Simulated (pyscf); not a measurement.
H₂Ga–AsH•, doublet

Gas-phase minimum from PySCF at ωB97X-D3(BJ)/def2-SVP, one conformer. Other isomers of H₂Ga–AsH• were not searched in full and may lie lower. 

```xyz
5

Ga    -0.0588     0.5092     0.2109
As     1.7421     0.3227    -1.3677
H      0.2241     1.2594     1.5600
H     -1.4688    -0.1117    -0.0831
H      0.8342    -0.2481    -2.4515
```
Charge 0, spin multiplicity 2.

Bond lengths (Å): Ga1–As2 2.402, Ga1–H3 1.569, Ga1–H4 1.568, As2–H5 1.525. Bond angles (°): As2–Ga1–H3 117.8, As2–Ga1–H4 121.3, H3–Ga1–H4 120.8, Ga1–As2–H5 92.9.

Properties at ωB97X-D3(BJ)/def2-SVP:

| Item | Result |
|---|---|
| Harmonic wavenumbers, unscaled | 17, 280, 394, 552, 657, 767, 1992, 1993, 2243 cm⁻¹ |
| Zero-point energy | 12.7 kcal/mol |
| Rotational symmetry number | 1 |
| Entropy of this conformer at 298 K and 1 atm, rigid rotor and harmonic oscillator, modes under 100 cm⁻¹ raised to 100 | 307.5 J/(mol K) |
| Dipole moment | 0.48 D |
| Spin expectation value S2 | 0.753 |

Single-point totals, which compare only within one level (frozen core for MP2 and CC):

```
level                   total energy (hartree)
----------------------  ----------------------
ωB97X-D3(BJ)/def2-TZVP             -4162.40716
PBE/def2-TZVP                      -4161.86242
r²SCAN/def2-TZVP                   -4162.47776
B3LYP-D3(BJ)/def2-TZVP             -4162.60254
PBE0-D3(BJ)/def2-TZVP              -4161.97374
M06-2X/def2-TZVP                   -4162.49786
ωB97M-D3(BJ)/def2-TZVP             -4162.53985
UHF/def2-TZVPP                     -4159.18179
MP2/def2-TZVPP                     -4159.65742
CCSD/def2-TZVPP                    -4159.67406
CCSD(T)/def2-TZVPP                 -4159.69232
```

The lowest mode is so soft that the shape along it may change with the basis. Soft torsions are taken as harmonic, which can shift the entropy by several J/(mol K). The CCSD(T) − MP2 part came from Ansatz, without density fitting, on the same reference. The frozen core leaves the outer d or s,p core shells of the metals and heavy elements correlated in the MP2 and CC values, and def2-TZVPP describes them poorly, so these totals are far from the basis limit. Elements up to Kr have no core potential and no relativistic terms here.
